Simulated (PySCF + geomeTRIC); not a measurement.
Species: C2HNS, SMILES `N#CC=S` (charge 0, multiplicity 1).

Question: Give a relaxed geometry from B3LYP-D3(BJ)/def2-TZVP in PySCF + geomeTRIC.

Answer: the end point of this relaxation (outside a Z-matrix the atoms follow the SMILES, hydrogens last).
Cartesian coordinates (Å) in one orientation:
```xyz
5

N      2.038    -0.189    -0.003
C      0.894    -0.055     0.051
C     -0.516     0.133     0.124
S     -1.591    -0.993    -0.308
H     -0.822     1.108     0.501
```
